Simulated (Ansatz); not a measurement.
One change: `[F][Ta]([F])([F])=[S]` becomes `[F][Nb]([F])([F])=[S]`.

Ansatz, PBE0-D4/def2-TZVP geometries, multiplicity 1. 

Elements past krypton have def2 core potentials.

```json
{"property": "size of the dipole moment (ωB97M-V/def2-TZVPP) / D", "`[F][Ta]([F])([F])=[S]`": "1.73"}
{"property": "LUMO energy (ωB97M-V/def2-TZVPP) / eV", "`[F][Ta]([F])([F])=[S]`": "0.11"}
{"property": "LUMO energy (B3LYP/def2-TZVPP) / eV", "`[F][Ta]([F])([F])=[S]`": "-2.32"}
{"property": "zero-point energy (PBE0-D4/def2-TZVP) / kJ/mol", "`[F][Ta]([F])([F])=[S]`": "21.4"}
{"property": "HOMO–LUMO gap (B3LYP/def2-TZVPP) / eV", "`[F][Ta]([F])([F])=[S]`": "5.76"}
{"property": "size of the dipole moment (PBE/def2-TZVPP) / D", "`[F][Ta]([F])([F])=[S]`": "1.60"}
```

Task: Give the same properties after the change, and the shifts. (An estimate is asked.)

Result: Computed: 
```
                                          property  `[F][Nb]([F])([F])=[S]`  shift
size of the dipole moment (ωB97M-V/def2-TZVPP) / D                     1.07  -0.66
             LUMO energy (ωB97M-V/def2-TZVPP) / eV                    -0.54  -0.65
               LUMO energy (B3LYP/def2-TZVPP) / eV                    -2.93  -0.61
    zero-point energy (PBE0-D4/def2-TZVP) / kJ/mol                     22.2    0.8
             HOMO–LUMO gap (B3LYP/def2-TZVPP) / eV                     5.38  -0.38
    size of the dipole moment (PBE/def2-TZVPP) / D                     1.09  -0.51
```

With PBE0 the HOMO falls by 0.23 eV and the LUMO falls by 0.62 eV, so the gap narrows by about 0.39 eV. PBE moves the HOMO by -0.20 eV and ωB97M-V by -0.24 eV. Dipoles are sizes alone; their direction can turn.

B3LYP here is the variant with VWN-RPA as its local correlation; programs differ in this.
